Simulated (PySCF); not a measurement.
O₄Os (SMILES [O]=[Os](=[O])(=[O])=[O]), singlet, geometry from GFN2-xTB (such geometries of metal compounds can be far from the true shape) (core potentials on Os); DF-R2SCAN/def2-SV(P) (PySCF).

PySCF was given this input:
```python
from pyscf import gto, scf, dft

mol = gto.M(
    atom='''
Os    0.000000   -0.000000   -0.000000
O     1.123732    0.662069   -0.960247
O     0.725080   -0.818995    1.194441
O    -0.922072   -1.011531   -0.865893
O    -0.926739    1.168458    0.631699
''',
    basis='def2-sv(p)',
    ecp={'Os': 'def2-sv(p)'},
    charge=0,
    spin=0,
    verbose=4,
    max_memory=1800,
)

mf = dft.RKS(mol)
mf.xc = 'r2scan'
mf = mf.density_fit(auxbasis='def2-universal-jkfit')
mf.kernel()
```

**Question.** Predict the main parts of the log of this PySCF run.

**Answer.** 
```
PySCF version 2.14.0

[INPUT] verbose = 4
[INPUT] num. atoms = 5
[INPUT] num. electrons = 48
[INPUT] charge = 0
[INPUT] spin (= nelec alpha-beta = 2S) = 0
[INPUT] symmetry False subgroup None
[INPUT] Mole.unit = angstrom
[INPUT] Symbol           X                Y                Z      unit          X                Y                Z       unit  Magmom
[INPUT]  1 Os     0.000000000000   0.000000000000   0.000000000000 AA    0.000000000000   0.000000000000   0.000000000000 Bohr   0.0
[INPUT]  2 O      1.123732000000   0.662069000000  -0.960247000000 AA    2.123545717410   1.251129085565  -1.814603841935 Bohr   0.0
[INPUT]  3 O      0.725080000000  -0.818995000000   1.194441000000 AA    1.370202618400  -1.547676247388   2.257166361952 Bohr   0.0
[INPUT]  4 O     -0.922072000000  -1.011531000000  -0.865893000000 AA   -1.742463547130  -1.911516556507  -1.636300623178 Bohr   0.0
[INPUT]  5 O     -0.926739000000   1.168458000000   0.631699000000 AA   -1.751282898953   2.208065608057   1.193738103162 Bohr   0.0

nuclear repulsion = 244.115432381859
number of shells = 35
number of NR pGTOs = 146
number of NR cGTOs = 81
basis = def2-sv(p)
ecp = {'Os': 'def2-sv(p)'}

******** <class 'pyscf.df.df_jk.DFRKS'> ********
method = DFRKS
initial guess = minao
damping factor = 0
level_shift factor = 0
DIIS = <class 'pyscf.scf.diis.CDIIS'>
diis_start_cycle = 1
diis_space = 8
diis_damp = 0
SCF conv_tol = 1e-09
SCF conv_tol_grad = None
SCF max_cycles = 50
direct_scf = False
XC library pyscf.dft.libxc version 7.1.2
    S. Lehtola, C. Steigemann, M. J. T. Oliveira, and M. A. L. Marques,  SoftwareX 7, 1–5 (2018)
XC functionals = r2scan
    J. W. Furness, A. D. Kaplan, J. Ning, J. P. Perdew, and J. Sun,  J. Phys. Chem. Lett. 11, 8208–8215 (2020)
    J. W. Furness, A. D. Kaplan, J. Ning, J. P. Perdew, and J. Sun,  J. Phys. Chem. Lett. 11, 9248–9248 (2020)
    J. W. Furness, A. D. Kaplan, J. Ning, J. P. Perdew, and J. Sun,  J. Phys. Chem. Lett. 11, 8208–8215 (2020)
    J. W. Furness, A. D. Kaplan, J. Ning, J. P. Perdew, and J. Sun,  J. Phys. Chem. Lett. 11, 9248–9248 (2020)
radial grids:
    Treutler-Ahlrichs [JCP 102, 346 (1995); DOI:10.1063/1.469408] (M4) radial grids

becke partition: Becke, JCP 88, 2547 (1988); DOI:10.1063/1.454033
pruning grids: <function nwchem_prune>
grids dens level: 3
symmetrized grids: False
atomic radii adjust function: <function treutler_atomic_radii_adjust>
small_rho_cutoff = 0
Set gradient conv threshold to 3.16228e-05
Initial guess from minao.
tot grids = 80640
init E= -379.553948348313
  HOMO = -0.701457275482123  LUMO = -0.461016262290689  gap/eV = 6.54273
cycle= 1 E= -390.692058983441  delta_E= -11.1  |g|= 1.64  |ddm|= 8.27
  HOMO = -0.209731311477438  LUMO = -0.133524746959548  gap/eV = 2.07369
cycle= 2 E= -388.122690562368  delta_E= 2.57  |g|= 3.84  |ddm|= 4.09
  HOMO = -0.306355024544688  LUMO = -0.0928814426947437  gap/eV = 5.80891
cycle= 3 E= -391.121348392306  delta_E=   -3  |g|=  0.5  |ddm|=  3.5
  HOMO = -0.358753098880929  LUMO = -0.170915841885731  gap/eV = 5.11131
cycle= 4 E= -391.172798005994  delta_E= -0.0514  |g|= 0.0667  |ddm|= 0.509
  HOMO = -0.347784806910912  LUMO = -0.158563170353954  gap/eV = 5.14898
cycle= 5 E= -391.173716170639  delta_E= -0.000918  |g|= 0.0036  |ddm|= 0.0666
  HOMO = -0.347777716604926  LUMO = -0.158536856080518  gap/eV = 5.14951
cycle= 6 E= -391.173717896975  delta_E= -1.73e-06  |g|= 0.00147  |ddm|= 0.00302
  HOMO = -0.347743564951482  LUMO = -0.158558196179035  gap/eV = 5.14800
cycle= 7 E= -391.173716861275  delta_E= 1.04e-06  |g|= 0.00268  |ddm|= 0.00288
  HOMO = -0.347814154504512  LUMO = -0.15857623549694  gap/eV = 5.14943
cycle= 8 E= -391.173718336926  delta_E= -1.48e-06  |g|= 2.65e-05  |ddm|= 0.0019
  HOMO = -0.347815381587518  LUMO = -0.158578371005847  gap/eV = 5.14940
cycle= 9 E= -391.173718337075  delta_E= -1.48e-10  |g|= 3.69e-06  |ddm|= 2.12e-05
  HOMO = -0.347815007377662  LUMO = -0.158578446098575  gap/eV = 5.14939
Extra cycle  E= -391.173718337007  delta_E= 6.78e-11  |g|= 1.7e-05  |ddm|= 1.45e-05
converged SCF energy = -391.173718337007
```
